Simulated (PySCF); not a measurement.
Species: CH5AlF2Ge.
Bonds: F1–Al2, Al2–F3, Al2–C4, C4–Ge5. Hydrogens: H6, H7 on C4; H8, H9, H10 on Ge5.

Computed with PySCF, PBE0-D3(BJ)/def2-SVP geometry optimisation, gas phase.

Q: What internal coordinates does the optimisation give?

A: 
```csv
bond,length (Å),order
"F1–Al2, Al2–F3",1.659,single
Al2–C4,1.922,single
C4–Ge5,1.960,single
"C4–H6, C4–H7",1.103,single
"Ge5–H8, Ge5–H9, Ge5–H10",1.540,single
```

Bonds in one row agree within 0.01 Å and their mean is given. Orders are formal, as drawn. A selection of angles:
```csv
angle,degrees
F1–Al2–F3,116.2
F1–Al2–C4,120.3
F3–Al2–C4,123.5
Al2–C4–Ge5,113.9
Al2–C4–H6,109.8
Ge5–C4–H6,109.7
Ge5–C4–H7,107.8
H6–C4–H7,106.5
C4–Ge5–H8,110.3
H8–Ge5–H9,108.8
```

Dihedral angles: F1–Al2–C4–Ge5 -26° (synperiplanar). The mirror-image conformer, all signs reversed, is as good.

Al2 (aluminium bonded to C and 2 F) is planar (angles 123.5°, 120.3° and 116.2°, sum 360.0°, 0.01 Å off the plane of its three neighbours). Ge5 (germanium bonded to C and 3 H) is tetrahedral (angles from 108.8° to 110.3°).

Point group: C1 (no symmetry element, even within 0.4 Å). No frequency check. The numbers are those of one conformer.
